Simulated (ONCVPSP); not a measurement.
How hard is this beryllium (Be) ONCV potential?

- Element: beryllium
- Generator: ONCVPSP 4.0.1
- Type: optimised norm-conserving Vanderbilt (ONCV)
- Functional: PBE
- Relativity: scalar-relativistic
- Frozen core: [He]
- Valence charge: 2
- Reference configuration: 2s2
- Partial waves: 2s: rc 2.10 bohr, ncon 4, nbas 9, qcut 3 1/bohr, 2 projectors, debl 0.8 Ha; p scattering state at 0.35 Ha: rc 1.75 bohr, ncon 4, nbas 9, qcut 5.1 1/bohr, 2 projectors, debl 0.8 Ha; d scattering state at 0.05 Ha: rc 1.70 bohr, ncon 4, nbas 7, qcut 5 1/bohr, 2 projectors, debl 3.9 Ha
- Local potential: polynomial inside 1.20 bohr (lpopt 5, dvloc0 2 Ha)
- Core correction: Teter function fitted to the true core (icmod 2), fcfact 0.6

In the p channel the program set the typed energies aside and used 0.050, 0.850 Ha.

**Question.** For each optimised wave give the share of its norm inside rc, the residual kinetic energy above qcut (Ha) and the cutoffs (Ha) for errors of 10, 1, 0.1 and 0.01 mHa per electron.

**Answer.**

```csv
wave,norm inside rc,residual KE,10 mHa,1 mHa,0.1 mHa,0.01 mHa
2s,0.377,7.3e-04,1.0,4.2,28.5,52.4
s projector 2,0.248,2.4e-03,3.4,5.3,14.7,40.0
p projector 1,0.412,1.5e-04,6.5,10.2,14.6,78.8
p projector 2,0.282,5.2e-04,8.3,12.0,19.0,43.1
d projector 1,0.000,7.0e-08,0.2,0.5,1.6,3.4
d projector 2,0.162,3.1e-03,9.1,16.1,35.0,69.4
```

The occupied waves need 4.2 Ha and 28 Ha for 1 and 0.1 mHa. Rows with under 1 % of the norm inside rc give no meaningful cutoff. The cutoffs count occupied waves only; projector 2 of the d channel, the hardest unoccupied one, needs 16 Ha at the loose tolerance.
